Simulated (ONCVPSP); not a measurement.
**nitrogen, ONCV: configuration errors across variants**

ONCVPSP 4.0.1 input, shortened (lines: element, Z, core and valence counts, functional; n l f; lmax; l rc ep ncon nbas qcut; lloc lpopt rc5 dvloc0; l nproj debl; icmod fcfact rcfact), PBEsol, scalar-relativistic:

```
  N 7.00    0    3  -116133      upf
    1    0    2.00
    2    0    2.00
    2    1    2.75
    1
    0    0.40    0.00    4    9   30.80
    1    1.70    0.00    4    9    7.30
    4    5    0.40    6.00
    0    2    0.60
    1    2    3.20
    0    0.00    0.00
```

All-electron excitation energies from the reference (eV): (1) 1s2 2s2 2p3 -2.135; (2) 1s2 2s2 2p2 11.386; (3) 1s2 2s2 2p1 40.123; (4) 1s2 2s1 2p0 164.525.

1 further variants failed, have other tests or too few solved ones, and are left out.

Errors AE − PS in meV (a dash: test not solved or not reliable):

```
           change   (1)  (2)   (3)    (4)  bound ghosts  GHOST(+) flags above zero
             base  +1.1  +21  +225  +1573          none                       none
        p: nbas 8  +1.1  +20  +219  +1532          none                       none
p: ncon 3, nbas 8  +1.4  +25  +257  +1763          none                       none
```

(1) Give the same row for: s: qcut 24.2; p: qcut 5.7.

Answers

(1) +2.0, +36, +365, +2422; bound ghosts: none; GHOST(+) flags above zero: p.
